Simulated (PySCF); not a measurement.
Species: SiBrCl3.
SMILES: `Cl[Si](Cl)(Cl)Br`

Level of theory: PySCF, PBE0-D3(BJ)/def2-SVP geometry optimisation, gas phase.

Take the most abundant isotopes and a rigid rotor. 

What are A, B and C (GHz)?

Ia = 385.51, Ib = 574.29, Ic = 574.99 u·Å²; 505379 MHz·u·Å²/I gives 1311, 880.0 and 878.9 MHz, that is A = 1.3109, B = 0.8800, C = 0.8789 GHz.

What kind of rotor is it?

A prolate symmetric top, as the point group C3v requires two equal moments; the computed ones differ by 0.12 % because the geometry is symmetric only within the optimiser's tolerance: κ = (2 × 880.0 − 1311 − 878.9)/(1311 − 878.9) ≈ -1.00.

Where do the R-branch lines fall?

The dipole of 0.20 D lies along the symmetry axis, so ΔK = 0 and J+1 ← J falls at 2B(J+1) for every K: 1.76 GHz, 3.52 GHz, 5.28 GHz, 7.04 GHz, 8.79 GHz for J = 0 to 4.

Estimate the classical rotational partition function at 200 K, 298.15 K and 500 K.

Point group C3v, symmetry number σ = 3; q = (√π/σ)·√((kT/h)³/(ABC)), k/h = 20836.6 MHz/K: 158000 at 200 K, 287000 at 298.15 K, 624000 at 500 K.

Stationary, but not proved a minimum. These are rigid-rotor constants of the computed structure; measured ground-state constants (B0) also hold zero-point vibration.
